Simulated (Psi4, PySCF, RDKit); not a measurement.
Relaxed torsion scan: SMILES OB(O)[SiH2][SiH2][GeH3] (H₉BGeO₂Si₂), singlet. Scanned: dihedral H7–O1–B2–Si4; all other coordinates were relaxed at GFN2-xTB. Points at φ and −φ are mirror images.

Atom numbering (GFN2-xTB optimised geometry, Å):
```
15

O      2.8923     1.0166     0.5874
B      1.6386     0.5954     0.3282
O      0.9308    -0.1774     1.1950
Si     0.6801     1.0411    -1.3345
Si    -1.3403    -0.1102    -1.2779
Ge    -1.7123    -1.1301     0.7993
H      3.3020     0.7625     1.4192
H      1.3258    -0.4356     2.0317
H      0.4246     2.4850    -1.4911
H      1.4235     0.7044    -2.5615
H     -2.5138     0.7334    -1.5473
H     -1.4384    -1.1760    -2.2870
H     -3.0841    -1.7653     0.9270
H     -0.8334    -2.2885     1.1877
H     -1.6956    -0.2552     2.0237
```

- UFF // GFN2-xTB (RDKit)
- B3LYP-D3(BJ)/def2-SVP // GFN2-xTB (Psi4)
- PBE/def2-SVP // GFN2-xTB (Psi4)
- B3LYP/def2-SVP // GFN2-xTB (Psi4)
- RKS-M06-2X/6-31G* = PySCF with restricted M06-2X/6-31G*, spherical d, density fitting // GFN2-xTB
- PBE-D3(BJ)/def2-SVP // GFN2-xTB (Psi4)

Energies in kcal/mol, each method relative to its own lowest point.

```
φ / °  UFF  B3LYP-D3(BJ)/def2-SVP  PBE/def2-SVP  B3LYP/def2-SVP  RKS-M06-2X/6-31G*  PBE-D3(BJ)/def2-SVP
-----  ---  ---------------------  ------------  --------------  -----------------  -------------------
-160   6.9                    4.1           4.2             4.1                4.4                  4.3
-140   4.6                    6.3           6.4             6.3                6.7                  6.4
-120   1.8                    9.1           9.2             9.0                9.5                  9.2
-100   0.0                   10.3          10.4            10.2               10.8                 10.5
-80    1.6                    9.3           9.2             9.3                9.6                  9.2
-60    3.9                    6.2           6.0             6.2                6.2                  6.0
-40    6.2                    3.0           2.9             3.0                3.0                  2.9
-20    7.9                    0.8           0.8             0.8                0.8                  0.8
0      8.4                    0.0           0.0             0.0                0.0                  0.0
20     7.9                    0.8           0.8             0.8                0.8                  0.8
40     6.2                    3.0           2.9             3.0                3.0                  2.9
60     3.9                    6.2           6.0             6.2                6.2                  6.0
80     1.6                    9.3           9.2             9.3                9.6                  9.2
100    0.0                   10.3          10.4            10.2               10.8                 10.5
120    1.8                    9.1           9.2             9.0                9.5                  9.2
140    4.6                    6.3           6.4             6.3                6.7                  6.4
160    6.9                    4.1           4.2             4.1                4.4                  4.3
180    7.7                    3.3           3.4             3.2                3.6                  3.5
```

Root-mean-square difference from the PBE-D3(BJ)/def2-SVP profile, itself a level with limits, after the best constant shift (kcal/mol): UFF 6.1, B3LYP-D3(BJ)/def2-SVP 0.1, PBE/def2-SVP 0.0, B3LYP/def2-SVP 0.1, RKS-M06-2X/6-31G* 0.1.
